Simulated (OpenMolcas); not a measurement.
**What dynamic correlation does to the levels of Tc III**

```
Program             : OpenMolcas
Basis               : ANO-RCC-VTZP [7s6p4d2f1g]
Scalar Hamiltonian  : DKH2, point nucleus
Active space        : 11 electrons in 8 orbitals (RAS1 4p, at most 2 holes; RAS2 4d)
State averaging     : 2S+1 = 6 even, 1 root; 2S+1 = 4 even, 24 roots; 2S+1 = 2 even, 70 roots
Spin-orbit coupling : RASSI with atomic mean-field integrals over the reference wave functions, term energies averaged over their components
```

Methods on the same reference wave functions:
A. RASSCF
B. SS-RASPT2, IPEA 0.25 Eh, imaginary shift 0.1 Eh (closed shells correlated: 4s)
C. MS-RASPT2, IPEA 0.25 Eh, imaginary shift 0.1 Eh (closed shells correlated: 4s)

Energies in cm⁻¹ above 4d⁵ ⁶S_5/2.

| Level | A | B | C |
| --- | --- | --- | --- |
| 4d⁵ ⁶S_5/2 | 0.0 | 0.0 | 0.0 |
| 4d⁵ ⁴G_5/2 | 24798 | 20840 | 20840 |
| 4d⁵ ⁴G_7/2 | 24958 | 20990 | 20990 |
| 4d⁵ ⁴G_11/2 | 25013 | 21040 | 21040 |
| 4d⁵ ⁴G_9/2 | 25053 | 21080 | 21080 |
| 4d⁵ ⁴P_5/2 [61 %] | 25683 | 23080 | 23080 |
| 4d⁵ ⁴P_3/2 [64 %] | 25931 | 23400 | 23400 |
| 4d⁵ ⁴P_1/2 | 26187 | 23900 | 23900 |
| 4d⁵ ⁴D_7/2 | 29419 | 24950 | 24950 |
| 4d⁵ ⁴D_1/2 | 29730 | 25490 | 25490 |
| 4d⁵ ⁴D_5/2 [63 %] | 29890 | 25920 | 25920 |
| 4d⁵ ⁴D_3/2 [64 %] | 29891 | 25900 | 25900 |
| 4d⁵ ²D_5/2(1) [52 %] | 36253 | 32720 | 32700 |
| 4d⁵ ²I_11/2 | 36443 | 30700 | 30700 |
| 4d⁵ ²I_13/2 | 36827 | 31030 | 31030 |
| 4d⁵ ²D_3/2(1) [52 %] | 37248 | 33310 | 33300 |
| 4d⁵ ²F_7/2(1) | 38604 | 35300 | 35290 |
| 4d⁵ ⁴F_9/2 | 39184 | 34060 | 34050 |
| 4d⁵ ⁴F_5/2 | 39336 | 34450 | 34470 |
| 4d⁵ ⁴F_7/2 | 39505 | 34070 | 34100 |
| 4d⁵ ⁴F_3/2 [52 %] | 39995 | 35470 | 35470 |
| 4d⁵ ²H_9/2 [53 %] | 42099 | 36850 | 36850 |
| 4d⁵ ²H_11/2 | 43147 | 38240 | 38240 |
| 4d⁵ ²G_7/2(1) | 43938 | 37830 | 37850 |

Between B and C the level of the table that moves most is 4d⁵ ⁴F_7/2, by 23 cm-1 (lowest in B, highest in C). Moves below CASPT2's spread within the term are not significant.

From A to B the spin-free energies of the other terms of 4d⁵ shown, above ⁶S, scale by factors of 0.84 to 0.92, as is usual when dynamic correlation screens the repulsion within a d or f shell.

The lowest spin-free term lies below A's lowest term by 0.344 hartree in B, 0.344 hartree in C.

CASPT2 does not keep the components of a term degenerate, so their means are used; among the terms shown or strongly mixed into the levels shown the widest spread is 930 cm-1 (4d⁵ ²I, C). Active for correlation alone: 4p; no level in the range computed is led by a configuration that opens it, so any true level of that kind is missing. The CASPT2 spread within a term exceeds the gap to the next term for 4d⁵ ²D(1) and 4d⁵ ⁴F, so the order of their levels is uncertain, and so are names and mixing where such terms share a J (figures for B; the like holds for C). Without dynamic correlation excited terms often stand tens of per cent too high (terms of higher spin than the ground term too low), and those without a measured partner can miss by more than the paired ones (holds for A). Levels of configurations outside the active space are missing. Levels that lie high or do not pair safely by name in every column are left out.

A share in square brackets marks a mixed level and gives the weight of the term that names it, the lowest over the columns. A number in round brackets counts repeated terms of one configuration in the order of the reference energies.
